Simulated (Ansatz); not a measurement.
The same path of H₇N₃Si (11 atoms, charge 0, multiplicity 1) was run twice with different band settings. Lost on the way: Si1–H2, Si1–N3. Made: H2–N3.

Method: RKS B3LYP-D4/6-31G* (Ansatz).

Relaxed end points:

```xyz
11
Properties=species:S:1:pos:R:3
Si 0.045 -0.021 0.235
H -0.214 -0.256 1.687
N 1.764 0.186 0.169
H 2.347 -0.346 0.803
H 2.226 0.325 -0.722
N -0.564 1.377 -0.573
H -1.555 1.450 -0.763
H -0.150 2.280 -0.385
N -0.791 -1.330 -0.534
H -0.819 -2.233 -0.076
H -0.756 -1.433 -1.541
```

```xyz
11
Properties=species:S:1:pos:R:3
Si -1.199 0.070 0.482
H 2.054 -0.011 1.610
N 2.225 -0.050 0.606
H 1.693 -0.850 0.266
H 1.755 0.764 0.213
N -0.822 1.347 -0.633
H -0.576 1.262 -1.614
H -0.931 2.316 -0.358
N -0.914 -1.304 -0.543
H -1.088 -2.241 -0.203
H -0.663 -1.302 -1.527
```

Common settings: movable images 7; climbing image yes; optimiser quadratic models (default); start path through a guess of the saddle point; force threshold 0.05 eV/Å; iteration limit 60; end points relaxed.

| run | spring |
| --- | --- |
| 1 | 5.0 eV/Å² |
| 2 | 50.0 eV/Å² |

What does each run give, and how far can it be trusted?

Run 1: converged after 12 iterations, highest image 3.320 eV above the first end. Neighbouring images differ by up to 2.1 eV, so the band resolves the path poorly. A vibrational analysis at the climbing image gives 3 clearly imaginary modes (1534i, 131i, 92i cm⁻¹): a point of higher order, so a lower path passes nearby.
Run 2: converged after 22 iterations, highest image 3.307 eV above the first end. The profile has 2 maxima (images 4, 6) with wells between them (image 5): this band takes more than one step, which may be the mechanism or a detour left from its start path. Neighbouring images differ by up to 2.4 eV, so the band resolves the path poorly. The order of the stationary point at the top wasn't checked.
The orbitals stay closed-shell, which can raise the energy where a bond breaks towards radicals; this wasn't checked here.
